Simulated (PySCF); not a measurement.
C₂H₅Be, charge +2, doublet, at a GFN2-xTB geometry of the parent state (such geometries of metal compounds can be far from the true shape) (a state made from the parent by changing its charge; the spin is typed, not shown lowest); B3LYP/cc-pVDZ (PySCF).

Here is a job for PySCF.
```python
from pyscf import gto, scf, dft

mol = gto.M(
    atom='''
Be    0.859337    1.272339    0.932752
C     0.560763   -0.250559    0.142332
C    -0.843514   -0.222504   -0.472719
H     0.610207   -1.118816    0.809056
H     1.267254   -0.484044   -0.662149
H    -0.937561    0.579632   -1.204972
H    -1.605618   -0.065777    0.290887
H    -1.075126   -1.161975   -0.981506
''',
    basis='cc-pvdz',
    charge=2,
    spin=1,
    verbose=3,
)

mf = dft.UKS(mol)
mf.xc = 'b3lyp'
mf.kernel()
mf.analyze()
```

It wrote (shortened):

```
converged SCF energy = -93.0107177294728  <S^2> = 0.75363274  2S+1 = 2.0036295
**** MO energy ****
                             alpha | beta                alpha | beta
MO #1   energy= -10.665680221044   | -10.6611998218687  occ= 1 | 1
MO #2   energy= -10.6413129230713  | -10.6382652516815  occ= 1 | 1
MO #3   energy= -4.73814009742065  | -4.7336296666901   occ= 1 | 1
MO #4   energy= -1.22645208031794  | -1.20762280944453  occ= 1 | 1
MO #5   energy= -1.07606308261005  | -1.04866703011622  occ= 1 | 1
MO #6   energy= -0.912027268945425 | -0.884000918143157 occ= 1 | 1
MO #7   energy= -0.891713723941434 | -0.861963797602924 occ= 1 | 1
MO #8   energy= -0.826483539509471 | -0.81584398266793  occ= 1 | 1
MO #9   energy= -0.805034336820227 | -0.781768851219621 occ= 1 | 1
MO #10  energy= -0.790698918797346 | -0.699768825179412 occ= 1 | 0
MO #11  energy= -0.594558514022567 | -0.588178220600985 occ= 0 | 0
MO #12  energy= -0.507167066766672 | -0.495943464055655 occ= 0 | 0
MO #13  energy= -0.506867579322704 | -0.494756386089761 occ= 0 | 0
MO #14  energy= -0.323316358241991 | -0.31860475281341  occ= 0 | 0
MO #15  energy= -0.266894278166834 | -0.262935587182204 occ= 0 | 0
MO #16  energy= -0.259571629439621 | -0.253599429080689 occ= 0 | 0
MO #17  energy= -0.254834604612107 | -0.244246190142793 occ= 0 | 0
MO #18  energy= -0.225862169953968 | -0.217159780945128 occ= 0 | 0

To work with the spin densities directly, `use mulliken_meta_spin()` only printing them here.

 ** Mulliken spin pop alpha/beta on meta-lowdin orthogonal AOs **
 ** Mulliken Spin Density (per atom)  **
spin density of  0 Be =      0.12942
spin density of  1 C =      0.38631
spin density of  2 C =      0.20129
spin density of  3 H =      0.02070
spin density of  4 H =      0.02070
spin density of  5 H =      0.02820
spin density of  6 H =      0.02820
spin density of  7 H =      0.18518
 ** Mulliken pop alpha/beta on meta-lowdin orthogonal AOs **
 ** Mulliken atomic charges   ( Nelec_alpha | Nelec_beta ) **
charge of  0Be =      1.58369  (     1.27286      1.14345 )
charge of  1C =     -0.53629  (     3.46130      3.07499 )
charge of  2C =     -0.20972  (     3.20551      3.00421 )
charge of  3H =      0.22693  (     0.39689      0.37619 )
charge of  4H =      0.22693  (     0.39689      0.37619 )
charge of  5H =      0.19515  (     0.41653      0.38832 )
charge of  6H =      0.19515  (     0.41652      0.38832 )
charge of  7H =      0.31816  (     0.43351      0.24833 )

WARN: System has nonzero charge 2; the dipole moment is origin-dependent.
Location of origin: [0. 0. 0.]

Dipole moment(X, Y, Z, Debye):  3.57813,  6.39625,  4.35775
```
